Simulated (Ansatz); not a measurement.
`CS[SiH2][SiH3]` + `OC(O)CF` → `OC(O)[SiH2][SiH3]` + `CSCF`  (formal exchange of groups at the Si–S bond)

Gas-phase electronic energies from Ansatz, PBE0-D4/def2-TZVP geometries. CCSD(T)/CBS adds triple-zeta CCSD(T) − MP2 to the extrapolated MP2 energy (def2 sets, frozen cores). Functionals use def2-TZVPP. B3LYP here is the variant with VWN-RPA as its local correlation; programs differ in this. Each species was taken in one conformer, which may not be the lowest.

```
level  ΔE (kJ/mol)
  PBE         91.7
B3LYP         96.7
```

**Question.** What does CCSD(T)/CBS give? (An estimate is asked.)

**Answer.** The calculation gave: +104.7 kJ/mol. The listed levels differ from it by -13.0, -8.0 kJ/mol.

Largest T1 diagnostic among the species: 0.013.

From PBE to PBE0 (25 % exact exchange), in def2-TZVPP and without D4, ΔE moves by +10.2 kJ/mol. In def2-TZVPP, CCSD(T) changes the Hartree–Fock value by −12.3 kJ/mol (the triples alone add −2.1 kJ/mol) and MP2 by −9.5 kJ/mol.
